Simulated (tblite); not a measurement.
Species: C6H13OP.
Atom-mapped SMILES: `[CH3:1][C:2](=[O:3])[PH:4][CH2:5][CH:6]([CH3:7])[CH3:8]` (hydrogens: H9, H10, H11 on C1; H12 on P4; H13, H14 on C5; H15 on C6; H16, H17, H18 on C7; H19, H20, H21 on C8)

Cartesian coordinates in Å at the GFN2-xTB level; atoms count from 1:
```
atom  x, y, z in Å
C1     3.777   -0.381    0.248
C2     2.525    0.433    0.415
O3     2.414    1.349    1.190
P4     1.147   -0.013   -0.742
C5    -0.259    0.473    0.368
C6    -1.624    0.361   -0.312
C7    -1.918   -1.084   -0.701
C8    -2.709    0.902    0.617
H9     3.659   -1.318    0.792
H10    3.931   -0.613   -0.804
H11    4.635    0.151    0.653
H12    1.222   -1.372   -0.422
H13   -0.230   -0.128    1.281
H14   -0.061    1.514    0.645
H15   -1.606    0.968   -1.225
H16   -2.893   -1.162   -1.175
H17   -1.911   -1.725    0.180
H18   -1.166   -1.447   -1.401
H19   -2.746    0.319    1.535
H20   -3.683    0.848    0.137
H21   -2.511    1.939    0.876
```

Calculated harmonic vibrations of the isolated species, GFN2-xTB (tblite), most abundant isotopes, no scaling. This tight-binding method is rough: wavenumbers can miss measured ones by several per cent, in bad cases by 10 to 20. Modes of hydrogen on phosphorus can be 10 to 20 % off. One conformer, not necessarily the lowest.

Harmonic wavenumbers (cm⁻¹): 36.0, 48.6, 79.7, 93.0, 102.2, 201.4, 212.3, 244.0, 275.6, 347.7, 387.3, 417.0, 438.5, 487.6, 628.2, 704.8, 768.2, 795.1, 871.8, 894.0, 948.2, 969.4, 983.0, 986.1, 987.4, 1067.0, 1104.0, 1136.2, 1180.4, 1208.6, 1228.4, 1320.6, 1331.5, 1359.8, 1406.0, 1419.6, 1431.2, 1439.7, 1447.3, 1492.3, 1496.9, 1503.4, 1506.1, 1739.4, 2261.5, 2921.3, 2935.4, 2943.6, 3006.9, 3007.7, 3020.8, 3022.7, 3028.8, 3033.4, 3038.3, 3038.8, 3040.8.

A = 3672, B = 798.8, C = 695.5 MHz; mass 132.070 u (most abundant isotopes); point group C1, symmetry number 1.

Zero-point energy?

Half the sum of the wavenumbers: 38513 cm⁻¹ = 460.72 kJ/mol.

Entropy at 200 K, 1 bar (ideal gas, RRHO, classical rotation)?

Translation 161.46, rotation 118.22, vibration 103.50: S = 383.2 J/(mol K).

And Cp and H(200 K) − H(0)?

Cp = 130.50 J/(mol K), of which vibrations give 97.24 (their classical limit is 57 R = 473.9); H(200 K) − H(0) = 17.28 kJ/mol without the zero-point energy, 10.63 from vibrations.

What must be added to the electronic energy to get the Gibbs energy at 200 K and 1 bar?

ZPE + [H(200 K) − H(0)] − T·S = 460.72 + 17.28 − 76.64 = 401.36 kJ/mol.

Which modes carry the vibrational entropy at 200 K?

36.0 cm⁻¹: 19.57; 48.6 cm⁻¹: 17.09; 79.7 cm⁻¹: 13.05; 93.0 cm⁻¹: 11.81; 102.2 cm⁻¹: 11.06; 201.4 cm⁻¹: 5.92 J/(mol K); the other 51 give 24.99 together.

Blend soft modes into free rotors: weight 1/[1 + (100 cm⁻¹/ν̃)⁴] for the oscillator and the rest for a rotor with moment μB/(μ + B), μ = h/(8π²ν), B = 10⁻⁴⁴ kg m². What vibrational entropy results?

92.82 J/(mol K) in place of 103.50, which changes −T·S at 200 K by +2.14 kJ/mol.

How do the functions run with temperature in this model?

```csv
T (K),S (J/(mol K)),Cp (J/(mol K)),H − H(0) (kJ/mol),G − H(0) (kJ/mol),ln q(vib)
50,255.6,64.5,2.37,-10.42,0.96
100,308.2,89.4,6.23,-24.59,2.71
298.15,442.8,171.5,32.07,-99.95,9.09
373.15,484.8,203.6,46.14,-134.75,11.30
500,551.4,252.7,75.17,-200.52,14.93
750,668.5,324.8,147.98,-353.39,21.75
1000,769.0,373.4,235.62,-533.38,28.08
```

q(vib) and H(0) count from the zero-point level.

Hindered rotation and anharmonicity are outside this model. Other conformers, if any are populated, would add a mixing term that is left out. The structure is chiral; the term R ln 2 for an equal mix with its mirror image is left out.

Hardware: one thread of an Arm Neoverse N1, on a shared host. This covers the Hessian and the dipole derivatives.
